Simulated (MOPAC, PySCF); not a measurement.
C4H3N, SMILES `[C-]#[N+]C=C=C`, neutral singlet in the gas phase. 

Cartesian coordinates (Å):
SMILES: [N+](#[C-])C=C=C
```xyz
8

C      2.7830     0.7536     0.7940
N      1.8583     0.2079     0.3327
C      0.8147    -0.4803    -0.2363
C     -0.4331    -0.1092    -0.1182
C     -1.6781     0.2307    -0.0205
H      1.0895    -1.3660    -0.8000
H     -2.2974    -0.1331     0.7937
H     -2.1370     0.8963    -0.7453
```
Charge 0, multiplicity 1.

All levels are single points at this geometry (PBE0-D3(BJ)/def2-TZVP); Pople sets use spherical d functions. Orbital energies aren't observables, and empty levels follow the basis.

```csv
level,HOMO (eV),LUMO (eV),gap (eV),dipole (D),"vertical IE, Delta-SCF (eV)"
ωB97X-D3(BJ)/def2-TZVP in PySCF,-10.25,1.06,11.31,3.94,10.14
B3LYP/6-311+G** in PySCF,-7.77,-1.37,6.40,4.04,–
B3LYP/6-31G* in PySCF,-7.40,-0.89,6.50,3.79,9.84
PBE/6-31G* in PySCF,-6.53,-1.70,4.83,3.88,–
HF/3-21G in PySCF,-10.09,3.34,13.43,3.49,–
HF/STO-3G in PySCF,-8.45,6.65,15.10,3.05,–
PM3 in MOPAC,-10.22,-0.10,10.12,4.03,–
PM6 in MOPAC,-10.08,0.18,10.27,3.02,–
PM7 in MOPAC,-9.97,0.24,10.21,2.56,–
```
